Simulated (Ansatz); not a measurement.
`[OH][In]([OH])[Br]` + `C[SiH](N)Br` → `[OH][In]([Br])[Br]` + `C[SiH](N)O`  (redistribution)

Computed with Ansatz on PBE0-D4/def2-TZVP structures; ΔE is electronic, products minus reactants. CCSD(T)/CBS adds triple-zeta CCSD(T) − MP2 to the extrapolated MP2 energy (def2 sets, frozen cores). def2 core potentials past Kr. For Br, In outer-core shells are correlated without core-valence functions, which leaves a few kJ/mol of doubt a bond. Scalar relativity is left out up to krypton. Each species was taken in one conformer, which may not be the lowest.

```json
{"level": "SCS-MP2/def2-TZVPP", "ΔE (kJ/mol)": "-100.6"}
{"level": "CCSD/def2-TZVPP", "ΔE (kJ/mol)": "-105.6"}
{"level": "CCSD(T)/def2-TZVPP", "ΔE (kJ/mol)": "-101.6"}
{"level": "MP2/def2-QZVPP", "ΔE (kJ/mol)": "-97.6"}
```

(1) What does CCSD(T)/CBS give? (An estimate is asked.)

Largest T1 diagnostic among the species: 0.014.

Results:

(1) Ansatz gave: -99.1 kJ/mol. The listed levels differ from it by -1.5, -6.5, -2.5, 1.5 kJ/mol.

In def2-TZVPP, CCSD(T) changes the Hartree–Fock value by +23.6 kJ/mol (the triples alone add +4.0 kJ/mol) and MP2 by +26.2 kJ/mol. From PBE to PBE0 (25 % exact exchange), in def2-TZVPP and without D4, ΔE moves by −10.0 kJ/mol.
